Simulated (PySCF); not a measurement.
## From computed data to an observable: chemical shift, span and skew from a shielding tensor

C4H10Si, SMILES C1CC[SiH2]C1. Atoms are numbered in the order given.

```xyz
15

C     -0.2701    -0.7207     1.3166
C      0.2701     0.7207     1.3166
C     -0.1363     1.4039    -0.0098
Si     0.0000     0.0000    -1.2945
C      0.1363    -1.4039    -0.0098
H      0.0862    -1.2832     2.1958
H     -1.3723    -0.6888     1.3906
H     -0.0862     1.2832     2.1958
H      1.3723     0.6888     1.3906
H     -1.1862     1.7403     0.0416
H      0.4739     2.2917    -0.2346
H     -1.2040    -0.1029    -2.1730
H      1.2040     0.1029    -2.1730
H      1.1862    -1.7403     0.0416
H     -0.4739    -2.2917    -0.2346
```

Geometry: B3LYP-D3(BJ)/def2-SVP. One conformer was computed; it need not be the lowest.

GIAO shieldings from PBE/pcSseg-1 (PySCF), non-relativistic, no solvent. The symmetric part of the tensor of Si4 has the principal values 306.1, 363.6, 421.3 ppm. The same nucleus in TMS has σ = 335.4 ppm at this level (PySCF, at its B3LYP-D3(BJ)/def2-TZVP geometry).

Work out the isotropic shielding, the ²⁹Si shift against TMS, the span and the skew.


σ(iso) = (σ11 + σ22 + σ33)/3 = 363.7 ppm. δ = σ(ref) − σ(iso) = 335.4 − (363.7) = -28.3 ppm.
Span Ω = σ33 − σ11 = 115.2 ppm. Skew κ = 3(σ(iso) − σ22)/Ω = 0.00. Tumbling in solution averages the tensor to δ; in a static solid the shielding alone would spread this spin-1/2 line over Ω.
